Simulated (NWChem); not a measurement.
# SiH$_{4}$TeS; SMILES [Te](S)[SiH3]

```xyz
7

Te     0.6876    -0.0446    -0.0067
S     -1.0517    -1.7459    -0.0512
H     -1.1777    -1.8685     1.2902
Si    -0.9895     1.8233    -0.0076
H     -0.2117     3.1004    -0.0088
H     -1.8395     1.7504     1.2167
H     -1.8472     1.7447    -1.2247
```
Atoms are numbered in this order, from 1.

All runs: NWChem. Structure relaxed at the PBE0/def2-SVP level. def2 effective core potentials on Te; no spin-orbit coupling. Ions are spin-unrestricted doublets at the neutral geometry; other ion states weren't tried. Functional: LC-ωPBE (HJS hole) with def2-SVP; rows give the range parameter ω in 1/bohr.

For range parameter (1/bohr) 0.80:

| Item | Result |
|---|---|
| −ε(HOMO) (eV) | 9.78 |

Q: How do the values read with range parameter (1/bohr) 0.50 instead?

A: 
| Quantity | Value |
|---|---|
| −ε(HOMO) (eV) | 9.43 |
